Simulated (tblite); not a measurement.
Compound: C4H7NOSi.
Atom-mapped SMILES: `[CH3:1][NH:2][Si@@H:3]1[CH:4]=[CH:5][C:6]1=[O:7]` (hydrogens: H8, H9, H10 on C1; H11 on N2; H12 on Si3; H13 on C4; H14 on C5)

Computed with GFN2-xTB (tblite), gas phase: L-BFGS steps from a force-field or distance-geometry start until the largest atomic force falls under 0.01 eV/Å.

Step 8: E = -565.2068 eV
```
atom  x, y, z in Å  |  force x, y, z in eV/Å
C1     -2.4570   -0.1617    0.5555   -0.016   0.011  -0.170
N2     -1.0819    0.1467    0.8786   -0.083   0.047  -0.048
Si3     0.1633   -0.1064   -0.2731   -0.013   0.077   0.028
C4      1.6700   -1.0759    0.3818   -0.085   0.081  -0.169
C5      2.4783   -0.0015    0.4067    0.246   0.065   0.088
C6      1.6357    1.1230   -0.0632    0.140   0.038   0.050
O7      1.8744    2.3074   -0.1698   -0.008  -0.539   0.067
H8     -2.4359   -0.9178   -0.2200   -0.197  -0.238   0.030
H9     -2.9518    0.7135    0.1305   -0.258   0.012   0.154
H10    -3.0136   -0.5395    1.4211    0.154   0.160  -0.120
H11    -1.0128    0.9652    1.4674    0.022  -0.079   0.085
H12    -0.3124   -0.4154   -1.6173   -0.014  -0.051   0.023
H13     1.9336   -2.0981    0.6492   -0.038   0.412  -0.029
H14     3.5092    0.0599    0.7104    0.152   0.004   0.012
```

Step 9: E = -565.2297 eV
```
atom  x, y, z in Å  |  force x, y, z in eV/Å
C1     -2.4661   -0.1595    0.5506   -0.062  -0.005  -0.143
N2     -1.0885    0.1564    0.8599   -0.125   0.030  -0.084
Si3     0.1649   -0.1000   -0.2828   -0.031   0.099   0.157
C4      1.6717   -1.0691    0.3777   -0.158  -0.279  -0.110
C5      2.4802   -0.0024    0.4052    0.413   0.143   0.109
C6      1.6489    1.1166   -0.0620    0.065   0.348  -0.028
O7      1.9041    2.2993   -0.1584   -0.099  -0.504   0.029
H8     -2.4543   -0.9266   -0.2184   -0.164  -0.140   0.090
H9     -2.9810    0.7100    0.1282   -0.142  -0.057   0.176
H10    -3.0103   -0.5322    1.4293    0.180   0.161  -0.182
H11    -1.0152    0.9503    1.4810    0.022  -0.082   0.041
H12    -0.3191   -0.4213   -1.6160   -0.021  -0.062  -0.053
H13     1.9561   -2.0835    0.6558   -0.139   0.357  -0.056
H14     3.5078    0.0616    0.7077    0.260  -0.009   0.054
```

Q: Estimate the geometry and energy of step 10. (The exact step hangs on the optimiser's Hessian estimate; all steps are aligned on step 9, rigid shifts and turns removed.)

A: E = -565.2478 eV, largest force 0.397 eV/Å
```
atom  x, y, z in Å  |  force x, y, z in eV/Å
C1     -2.4737   -0.1579    0.5435   -0.087  -0.008  -0.079
N2     -1.0956    0.1648    0.8448   -0.127   0.017  -0.132
Si3     0.1658   -0.0932   -0.2882   -0.036   0.085   0.180
C4      1.6721   -1.0629    0.3716   -0.096  -0.350  -0.035
C5      2.4869   -0.0032    0.4059    0.367   0.098   0.079
C6      1.6597    1.1100   -0.0600    0.003   0.392  -0.063
O7      1.9253    2.2880   -0.1500   -0.108  -0.194  -0.022
H8     -2.4721   -0.9374   -0.2159   -0.121  -0.037   0.108
H9     -3.0070    0.7071    0.1303   -0.049  -0.091   0.134
H10    -3.0042   -0.5233    1.4321    0.143   0.113  -0.148
H11    -1.0166    0.9370    1.4921    0.001  -0.082   0.011
H12    -0.3243   -0.4269   -1.6149   -0.014  -0.056  -0.066
H13     1.9702   -2.0653    0.6597   -0.182   0.142  -0.045
H14     3.5128    0.0626    0.7069    0.307  -0.029   0.079
```

The energy changes by -0.0181 eV. The first-order estimate −F·Δx gives -0.0259 eV and the mean of the old and new forces, exact on a quadratic surface, -0.0180 eV. The step makes an angle of 67° with the force vector and moves no atom by more than 0.026 Å.

The cost below is that of the whole relaxation. Time: 0.87 s of wall time. Hardware: an Arm Neoverse N1 with one thread (shared host).
